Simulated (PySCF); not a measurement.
**Polarisability and C₆ of Ge⁻ (germanium, charge -1)**

[Ar] 3d10 4s2 4p3, high-spin 4S determinant. All numbers are calculated (PySCF 2.14, scalar relativity through the core potential, in aug-cc-pVQZ-PP with ECP10MDF (7s6p5d3f2g, 89 functions)). Coupled (time-dependent) response in atomic units; α is the mean over directions.

| method | mean α (bohr³) | C₆ (like pair) | S(−4) |
| --- | --- | --- | --- |
| M06-2X | 171.4 | 2675 | 16510 |

S(−4) is the Cauchy moment in α(ω) = α(0) + S(−4) ω² + …

α(iu) at M06-2X:

```tsv
u (hartree)	α(iu) (bohr³)
0	171.4
0.0500	140.3
0.100	97.54
0.200	50.72
0.300	30.51
0.500	14.56
0.750	7.671
1.00	4.799
1.50	2.466
2.00	1.541
3.00	0.7925
5.00	0.3331
```

A single London oscillator, α(iu) = α/(1 + u²/ω²), gives C₆ = (3/4) ω α². Matching the computed C₆ needs ω = 4 × 2675 / (3 × 171.4²) = 0.121 hartree.

For an ion, C₆ is the dispersion term alone; charge-induced terms of lower order in 1/R come first.

Energies and moments cover only the electrons outside the core potential. The outer electron is barely bound at this level, so radii and moments hang on the diffuse functions.
